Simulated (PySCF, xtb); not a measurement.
C₃H₆O₂Si, SMILES O=C1CC[SiH2]O1. One conformer was computed; it need not be the lowest.

Harmonic wavenumbers (cm⁻¹) from GFN2-xTB (xtb 6.7.1) at its own minimum, in rising order: 88, 126, 424, 459, 476, 510, 577, 595, 655, 728, 758, 771, 819, 902, 945, 1060, 1090, 1132, 1175, 1236, 1276, 1442, 1481, 1805, 2317, 2351, 2964, 2989, 3003, 3022.

Problem. What does PBE-D3(BJ)/def2-SVP run with PySCF give at its own minimum? (An estimate is asked for; the answer gives what the named calculation found.)

Solution. 110, 127, 410, 461, 503, 523, 589, 657, 684, 732, 739, 845, 892, 905, 944, 981, 1079, 1088, 1174, 1207, 1246, 1372, 1388, 1841, 2181, 2200, 2989, 3005, 3057, 3072. Paired by order, the mean absolute difference is 39 cm⁻¹ and the zero-point energies are 53.1 and 52.9 kcal/mol.
